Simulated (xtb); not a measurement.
xtb input (GFN1-xTB):

```bash
xtb mol.xyz --gfn 1 --sp --chrg 0 --uhf 0
```
mol.xyz:
```
11

F     -2.32837347    -1.22451304    -0.09119429
C     -1.37224621    -0.26985987    -0.30051207
F     -1.82211518     0.88650125     0.26264984
C     -0.08871831    -0.72508186     0.36419000
C      1.11259043     0.13187850     0.03133525
F      2.22806293    -0.39071146     0.57605720
F      1.31244156     0.20053366    -1.30405626
F      0.99550429     1.39044344     0.48202791
H     -1.28269281    -0.11041914    -1.37620172
H     -0.22824959    -0.73221063     1.44501624
H      0.13150553    -1.73927520     0.03174672
```

End of the output:

```
         :::::::::::::::::::::::::::::::::::::::::::::::::::::
         ::                     SUMMARY                     ::
         :::::::::::::::::::::::::::::::::::::::::::::::::::::
         :: total energy             -33.696328540177 Eh    ::
         :: gradient norm              0.034111783211 Eh/a0 ::
         :: HOMO-LUMO gap              9.837684660793 eV    ::
         ::.................................................::
         :: SCC energy               -33.809730010805 Eh    ::
         :: -> electrostatic           0.103199356484 Eh    ::
         :: repulsion energy           0.116465881516 Eh    ::
         :: dispersion energy         -0.003064410887 Eh    ::
         :: halogen bond corr.         0.000000000000 Eh    ::
         :: add. restraining           0.000000000000 Eh    ::
         :: total charge               0.000000000000 e     ::
         :::::::::::::::::::::::::::::::::::::::::::::::::::::

           -------------------------------------------------
          |                Property Printout                |
           -------------------------------------------------

    * Orbital Energies and Occupations

         #    Occupation            Energy/Eh            Energy/eV
      -------------------------------------------------------------
         1        2.0000           -0.9278936             -25.2493
       ...           ...                  ...                  ...
        13        2.0000           -0.6345967             -17.2683
        14        2.0000           -0.6186911             -16.8354
        15        2.0000           -0.6030437             -16.4097
        16        2.0000           -0.6003970             -16.3376
        17        2.0000           -0.5857256             -15.9384
        18        2.0000           -0.5835210             -15.8784
        19        2.0000           -0.5816425             -15.8273
        20        2.0000           -0.5799830             -15.7821
        21        2.0000           -0.5740191             -15.6199
        22        2.0000           -0.5648474             -15.3703
        23        2.0000           -0.5608111             -15.2604
        24        2.0000           -0.5455891             -14.8462
        25        2.0000           -0.5239879             -14.2584 (HOMO)
        26                         -0.1624596              -4.4208 (LUMO)
Note: The following floating-point exceptions are signalling: IEEE_DENORMAL
normal termination of xtb
        27                         -0.1444198              -3.9299
        28                         -0.1162429              -3.1631
        29                         -0.0846339              -2.3030
        30                         -0.0545501              -1.4844
        31                         -0.0475511              -1.2939
        32                         -0.0396841              -1.0799
        33                         -0.0301777              -0.8212
        34                          0.0821323               2.2349
        35                          0.0933545               2.5403
        36                          0.2136134               5.8127
       ...                                ...                  ...
        38                          0.3284705               8.9381
      -------------------------------------------------------------
                  HL-Gap            0.3615283 Eh            9.8377 eV
             Fermi-level           -0.3432237 Eh           -9.3396 eV

  Mulliken/CM5 charges         n(s)   n(p)   n(d)
     1F    -0.26094 -0.28716   1.824  5.437  0.000
     2C     0.44324  0.42439   1.032  2.524  0.000
     3F    -0.25521 -0.28090   1.821  5.434  0.000
     4C    -0.10128 -0.19246   1.040  3.061  0.000
     5C     0.64334  0.69084   1.014  2.342  0.000
     6F    -0.23905 -0.26133   1.817  5.422  0.000
     7F    -0.24894 -0.27123   1.820  5.429  0.000
     8F    -0.23207 -0.25386   1.814  5.418  0.000
     9H     0.06366  0.12595   0.936  0.000  0.000
    10H     0.09806  0.15739   0.902  0.000  0.000
    11H     0.08918  0.14836   0.911  0.000  0.000

Wiberg/Mayer (AO) data.
largest (>0.10) Wiberg bond orders for each atom

 ---------------------------------------------------------------------------
     #   Z sym  total        # sym  WBO       # sym  WBO       # sym  WBO
 ---------------------------------------------------------------------------
     1   9 F    1.031 --     2 C    0.921
     2   6 C    3.808 --     4 C    0.985     9 H    0.955     3 F    0.929
                             1 F    0.921
     3   9 F    1.037 --     2 C    0.929
     4   6 C    3.985 --     2 C    0.985     5 C    0.964    11 H    0.963
                            10 H    0.962
     5   6 C    3.774 --     4 C    0.964     8 F    0.940     6 F    0.931
                             7 F    0.921
     6   9 F    1.062 --     5 C    0.931
     7   9 F    1.052 --     5 C    0.921
     8   9 F    1.069 --     5 C    0.940
     9   1 H    1.020 --     2 C    0.955
    10   1 H    0.996 --     4 C    0.962
    11   1 H    1.000 --     4 C    0.963
 ---------------------------------------------------------------------------

Topologies differ in total number of bonds
Writing topology from bond orders to xtbtopo.mol

 dipole moment from electron density (au)
     X       Y       Z
   0.0769  -0.7250  -0.1624  total (Debye):    1.898

           -------------------------------------------------
          | TOTAL ENERGY              -33.696328540177 Eh   |
          | GRADIENT NORM               0.034111783211 Eh/α |
          | HOMO-LUMO GAP               9.837684660793 eV   |
           -------------------------------------------------

------------------------------------------------------------------------
------------------------------------------------------------------------
 total:
 SCF:
```
